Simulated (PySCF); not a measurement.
Si(Br)(SH) (BrHSSi), SMILES S[Si]Br (connectivity only; charge and spin as stated), neutral, multiplicity 1. Atoms are numbered in the order given.

```xyz
4

Si     1.0710    -0.6354     0.0000
Br    -0.1787     1.2716     0.0000
S     -0.5618    -2.0314     0.0000
H      0.2505    -3.1064     0.0000
```

The structure is a stationary point at B3LYP-D3(BJ)/def2-TZVP. Other conformers were not sampled.

These are PBE0/pcSseg-2 in PySCF values and carry that method's errors.

GIAO shieldings, no solvent; atoms alike by connectivity are averaged. δ = σ(ref) − σ: ²⁹Si against TMS (σ = 341.9 ppm); ³³S against H2S (σ = 711.3 ppm); ¹H against TMS (σ = 31.54 ppm), references at their B3LYP-D3(BJ)/def2-TZVP geometries, non-relativistic (without spin–orbit terms, shifts of atoms bonded to Cl or Br come out too high).

```
nucleus  atoms  count  δ (ppm)
-------  -----  -----  -------
²⁹Si       Si1      1    399.5
³³S         S3      1    484.0
¹H          H4      1     5.54
```
